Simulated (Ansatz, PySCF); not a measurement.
HfOCl, SMILES [O]=[Hf][Cl] (connectivity only; charge and spin as stated), neutral, multiplicity 2. Atoms are numbered in the order given.

```xyz
3

Hf     0.3542    -0.3778     0.0000
O     -1.0001    -1.4840     0.0000
Cl    -0.3754     1.8772     0.0000
```
Charge 0, spin multiplicity 2.

The structure is a stationary point at B3LYP-D3(BJ)/def2-TZVP. The spin state was assumed, not searched. The def2 effective core potentials stand for the cores of Hf; spin–orbit coupling is left out.

Two levels are set side by side: PBE-D3(BJ)/def2-TZVP (Ansatz, a quantum-chemistry and plane-wave program) and B3LYP-D3(BJ)/def2-TZVP (Ansatz). Each level has its own optimised geometry; the coordinates shown are those of the second. Frequencies come from the Hessian of PySCF at each geometry. Differences are taken from unrounded values.

```json
[
 {"quantity": "mean bond length (Å)", "B3LYP-D3(BJ)": "2.059", "PBE-D3(BJ)": "2.055", "PBE-D3(BJ) minus B3LYP-D3(BJ)": "-0.004"},
 {"quantity": "bond Hf1–O2 (Å)", "B3LYP-D3(BJ)": "1.749", "PBE-D3(BJ)": "1.755", "PBE-D3(BJ) minus B3LYP-D3(BJ)": "0.006"},
 {"quantity": "bond Hf1–Cl3 (Å)", "B3LYP-D3(BJ)": "2.370", "PBE-D3(BJ)": "2.356", "PBE-D3(BJ) minus B3LYP-D3(BJ)": "-0.014"},
 {"quantity": "highest harmonic wavenumber (cm⁻¹)", "B3LYP-D3(BJ)": "943", "PBE-D3(BJ)": "918", "PBE-D3(BJ) minus B3LYP-D3(BJ)": "-25"},
 {"quantity": "mean harmonic wavenumber (cm⁻¹)", "B3LYP-D3(BJ)": "488", "PBE-D3(BJ)": "481", "PBE-D3(BJ) minus B3LYP-D3(BJ)": "-7"},
 {"quantity": "zero-point energy (kcal/mol)", "B3LYP-D3(BJ)": "2.09", "PBE-D3(BJ)": "2.06", "PBE-D3(BJ) minus B3LYP-D3(BJ)": "-0.03"}
]
```
